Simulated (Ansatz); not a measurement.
Reactions of C4H6O, SMILES `COC1=CC1`.

Computed with Ansatz on PBE0-D4/def2-TZVP structures; ΔE is electronic, products minus reactants. CBS: MP2 limit from def2 TZ/QZ plus the TZ coupled-cluster correction, frozen cores. This one scheme is used for every species. DFT in def2-TZVPP. def2 core potentials past Kr. For Ge, Sn outer-core shells are correlated without core-valence functions, which leaves a few kJ/mol of doubt a bond. Scalar relativity is left out up to krypton. Each species was taken in one conformer, which may not be the lowest.

```tsv
reaction	PBE0-D4 (kJ/mol)	HF/CBS(def2) (kJ/mol)	PBE-D4 (kJ/mol)
`COC1=CC1` + `N#[C][SnH]([F])[F]` → `[CH3][Sn]([F])([F])[C]#N` + `OC1=CC1`	-87	-73	-87
`COC1=CC1` + `CO[Si]O` → `CO[Si]OC` + `OC1=CC1`	26	30	25
`COC1=CC1` + GeH₄ → `[GeH3][C]1=CC1` + CH₃OH	-43	-50	-37
`COC1=CC1` → `C=CC(=C)O`	-185	-207	-186
`COC1=CC1` → `C=C=COC`	-65	-83	-72
```

**Question.** Give the CCSD(T)/CBS values in the same order. (Estimate.)

**Answer.** Ansatz gave: -94, 30, -59, -203, -78 kJ/mol.

Largest T1 diagnostic: 0.015, for `N#[C][SnH]([F])[F]`.
